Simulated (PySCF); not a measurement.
Gas-phase reaction: 2 SiHBr3 + Br2 → 2 SiBr4 + H2

Energies from PySCF (xtb for GFN2), thermal terms from the rigid-rotor harmonic-oscillator model, ideal gas at 1 bar. 'Table' is the NASA 1993 thermochemical table (part measured, part estimated). † marks an energy on the PBE0/def2-TZVP geometry and frequencies; other levels use their own. MP2 freezes the core. 6-31G* has spherical d functions here. All species are closed-shell singlets. B3LYP is the form with VWN-RPA correlation. Br: all electrons, no relativistic terms. MP2 isn't extrapolated to the basis-set limit; its ΔH°(298 K) is -259.4 kJ in def2-SVP and -275.4 kJ in def2-TZVPP. The harmonic model lacks anharmonicity and excited electronic states, which grow with temperature; levels with a mode under 35 cm⁻¹ are left out. Soft modes under 120 cm⁻¹ make the harmonic entropy rough for SiHBr3, SiBr4. The table's entry may be an old estimate for SiHBr3, SiBr4 (not checked at source).

ΔH° and ΔS° at 298 K: table -256 kJ, -52 J/K; B3LYP/6-31G* -203 kJ, -56 J/K; B3LYP/def2-TZVP† -208 kJ, -56 J/K; GFN2-xTB -24 kJ, -49 J/K; HF/6-31G* -200 kJ, -59 J/K; MP2/def2-SVP† -259 kJ, -56 J/K.

Task: With the heat capacities included, give log10 K at 800, 1000, 1200, 1800, 2000 K for each.

Result: 
```tsv
T (K)	table	B3LYP/6-31G*	B3LYP/def2-TZVP†	GFN2-xTB	HF/6-31G*	MP2/def2-SVP†
800	14.4	10.7	11.0	-0.7	10.4	14.4
1000	11.1	8.2	8.4	-0.9	7.9	11.1
1200	9.0	6.5	6.7	-1.0	6.2	8.9
1800	5.4	3.7	3.8	-1.2	3.5	5.3
2000	4.7	3.1	3.2	-1.3	3.0	4.6
```
Ten kJ in ΔG° is worth 0.65 decades in K at 800 K and 0.26 at 2000 K. Holding ΔH° and ΔS° at their 298 K values would give 4.0 (table), 2.4 (B3LYP/6-31G*), 2.5 (B3LYP/def2-TZVP†) at 2000 K.
